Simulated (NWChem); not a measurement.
System: bromotrifluoromethane (CBrF$_{3}$); SMILES FC(Br)(F)F

The following NWChem deck was run.

```
start job
memory heap 200 mb stack 900 mb global 1100 mb
geometry units angstroms noautoz
  F      0.875682     0.875682    -1.268664
  C      0.000000     0.000000    -0.818225
  F      0.320522    -1.196203    -1.268664
  F     -1.196203     0.320522    -1.268664
  Br     0.000000     0.000000     1.112917
end
basis spherical
  F library def2-svp
  C library def2-svp
  Br library def2-svp
end
dft
  xc m06
  iterations 150
  mulliken
end
task dft energy
```

Output (shortened):

```
             Northwest Computational Chemistry Package (NWChem) 7.3.0
             --------------------------------------------------------

 C3V symmetry detected

                             Geometry "geometry" -> ""
                             -------------------------

 Output coordinates in angstroms (scale by  1.889725989 to convert to a.u.)

  No.       Tag          Charge          X              Y              Z
 ---- ---------------- ---------- -------------- -------------- --------------
    1 F                    9.0000     0.87568163     0.87568163    -1.26555837
    2 C                    6.0000    -0.00000000    -0.00000000    -0.81511937
    3 F                    9.0000     0.32052172    -1.19620335    -1.26555837
    4 F                    9.0000    -1.19620335     0.32052172    -1.26555837
    5 Br                  35.0000     0.00000000     0.00000000     1.11602263

 Effective nuclear repulsion energy (a.u.)     368.8424817979

      Symmetry information
      --------------------

 Group name             C3v
 Group number             17
 Group order               6
 No. of unique centers     3

                                 NWChem DFT Module
                                 -----------------

 Summary of "ao basis" -> "ao basis" (spherical)
 ------------------------------------------------------------------------------
       Tag                 Description            Shells   Functions and Types
 ---------------- ------------------------------  ------  ---------------------
 F                          def2-svp                 6       14   3s2p1d
 C                          def2-svp                 6       14   3s2p1d
 Br                         def2-svp                12       32   5s4p3d

      Symmetry analysis of basis
      --------------------------

        a1         28
        a2          4
        e          56

  Rotation of axis

            General Information
            -------------------
          SCF calculation type: DFT
          Wavefunction type:  closed shell.
          No. of atoms     :     5
          No. of electrons :    68
           Alpha electrons :    34
            Beta electrons :    34
          Charge           :     0
          Spin multiplicity:     1
          Use of symmetry is: on ; symmetry adaption is: on
          Maximum number of iterations: 150
          AO basis - number of functions:    88
                     number of shells:    36
          Convergence on energy requested:  1.00D-06
          Convergence on density requested:  1.00D-05
          Convergence on gradient requested:  5.00D-04

              XC Information
              --------------
                          M06 Method XC Functional
                     Hartree-Fock (Exact) Exchange  0.270
                           M06 Exchange Functional  1.000
                         M06 Correlation Potential  1.000

             Grid Information
             ----------------
          Grid used for XC integration:  medium
          Radial quadrature: Mura-Knowles
          Angular quadrature: Lebedev.
          Tag              B.-S. Rad. Rad. Pts. Rad. Cut. Ang. Pts.
          ---              ---------- --------- --------- ---------
          F                   0.50       49           8.0       434
          C                   0.70       49           7.0       434
          Br                  1.15      112           7.0       590
          Grid pruning is: on
          Number of quadrature shells:   210
          Spatial weights used:  Erf1

      Superposition of Atomic Density Guess
      -------------------------------------

 Sum of atomic energies:       -2907.58815315

      Non-variational initial energy
      ------------------------------

 Total energy =   -2908.883577
 1-e energy   =   -4785.719587
 2-e energy   =    1507.993528
 HOMO         =      -0.388702
 LUMO         =       0.109237

      Symmetry analysis of molecular orbitals - initial
      -------------------------------------------------

  Numbering of irreducible representations:

     1 a1          2 a2          3 e

  Orbital symmetries:

     1 a1          2 a1          3 a1          4 e           5 e
     6 a1          7 e           8 e           9 a1         10 a1
    11 a1         12 e          13 e          14 a1         15 e
    16 e          17 e          18 e          19 a1         20 e
    21 e          22 a1         23 a1         24 e          25 e
    26 a1         27 e          28 e          29 e          30 e
    31 a2         32 a1         33 e          34 e          35 a1
    36 e          37 e          38 a1         39 a1         40 a1
    41 e          42 e          43 e          44 e

     ---------------------------------------------
      Total Density - Mulliken Population Analysis
     ---------------------------------------------

    Atom       Charge   Shell Charges
 -----------   ------   -------------------------------------------------------
    1 F    9     9.38   1.99  1.14  0.76  3.45  2.04  0.00
    2 C    6     4.52   1.99  0.75  0.13  1.13  0.37  0.15
    3 F    9     9.38   1.99  1.14  0.76  3.45  2.04  0.00
    4 F    9     9.38   1.99  1.14  0.76  3.45  2.04  0.00
    5 Br  35    35.33   2.00  2.00  2.00  1.37  0.58  6.00  5.99  2.39  2.99  8.23  1.73  0.06

   convergence    iter        energy       DeltaE   RMS-Dens  Diis-err
 ---------------- ----- ----------------- --------- --------- ---------
 d= 0,ls=0.0,diis     1  -2910.7920660530 -3.28D+03  2.17D-02  2.00D+00
 d= 0,ls=0.0,diis     2  -2910.5747618250  2.17D-01  1.34D-02  4.66D+00
 d= 0,ls=0.0,diis     3  -2911.0077198029 -4.33D-01  1.34D-03  1.34D-02
 d= 0,ls=0.0,diis     4  -2911.0088502564 -1.13D-03  4.16D-04  2.49D-03
 d= 0,ls=0.0,diis     5  -2911.0086251937  2.25D-04  7.67D-05  1.06D-04
  Resetting Diis
 d= 0,ls=0.0,diis     6  -2911.0086329150 -7.72D-06  3.89D-05  4.10D-06
 d= 0,ls=0.0,diis     7  -2911.0086333047 -3.90D-07  2.99D-05  2.71D-06
 d= 0,ls=0.0,diis     8  -2911.0086331853  1.19D-07  1.67D-05  3.86D-06
 d= 0,ls=0.0,diis     9  -2911.0086335827 -3.97D-07  7.79D-07  6.67D-09

         Total DFT energy =    -2911.008633582697
      One electron energy =    -4784.630972231049
           Coulomb energy =     1632.753481994946
    Exchange-Corr. energy =     -127.973625144458
 Nuclear repulsion energy =      368.842481797865

 Numeric. integr. density =       67.999992176707

                  Occupations of the irreducible representations
                  ----------------------------------------------

                     irrep           alpha         beta
                     --------     --------     --------
                     a1               13.0         13.0
                     a2                1.0          1.0
                     e                20.0         20.0

                       DFT Final Molecular Orbital Analysis
                       ------------------------------------

 Vector   32  Occ=2.000000D+00  E=-4.161370D-01  Symmetry=a1
              MO Center=  1.6D-15, -8.5D-16,  7.0D-03, r^2= 2.9D+00
   Bfn.  Coefficient  Atom+Function         Bfn.  Coefficient  Atom+Function
  ----- ------------  ---------------      ----- ------------  ---------------
    70      0.395275  5 Br pz                73      0.357591  5 Br pz
    20     -0.269691  2 C  pz                 6     -0.264057  1 F  pz
    34     -0.264057  3 F  pz                48     -0.264057  4 F  pz
    67     -0.254988  5 Br pz                 9      0.187252  1 F  pz
    37      0.187252  3 F  pz                51      0.187252  4 F  pz

 Vector   33  Occ=2.000000D+00  E=-3.371365D-01  Symmetry=e
              MO Center= -8.3D-03, -6.7D-03,  1.0D+00, r^2= 1.6D+00
   Bfn.  Coefficient  Atom+Function         Bfn.  Coefficient  Atom+Function
  ----- ------------  ---------------      ----- ------------  ---------------
    71      0.436532  5 Br px                68      0.402724  5 Br px
    72     -0.394634  5 Br py                69     -0.364071  5 Br py
    65     -0.263513  5 Br px                66      0.238221  5 Br py
    48     -0.105171  4 F  pz                34      0.099223  3 F  pz
    62      0.085413  5 Br px                63     -0.077215  5 Br py

 Vector   34  Occ=2.000000D+00  E=-3.371365D-01  Symmetry=e
              MO Center=  8.3D-03,  6.7D-03,  1.0D+00, r^2= 1.6D+00
   Bfn.  Coefficient  Atom+Function         Bfn.  Coefficient  Atom+Function
  ----- ------------  ---------------      ----- ------------  ---------------
    72      0.436532  5 Br py                69      0.402724  5 Br py
    71      0.394634  5 Br px                68      0.364071  5 Br px
    66     -0.263513  5 Br py                65     -0.238221  5 Br px
     6      0.118007  1 F  pz                 9     -0.085896  1 F  pz
    63      0.085413  5 Br py                62      0.077215  5 Br px

 Vector   35  Occ=0.000000D+00  E=-2.201190D-02  Symmetry=a1
              MO Center= -1.1D-16,  2.7D-17,  5.1D-01, r^2= 2.3D+00
   Bfn.  Coefficient  Atom+Function         Bfn.  Coefficient  Atom+Function
  ----- ------------  ---------------      ----- ------------  ---------------
    73      0.913440  5 Br pz                17      0.719286  2 C  s
    20      0.542679  2 C  pz                23      0.498250  2 C  pz
    61     -0.489078  5 Br s                 16      0.416639  2 C  s
    70      0.317095  5 Br pz                67     -0.230167  5 Br pz
    60     -0.213669  5 Br s                 59      0.164868  5 Br s

[...]
```

Level: M06/def2-SVP. The geometry was optimised at PBE0/def2-SVP.
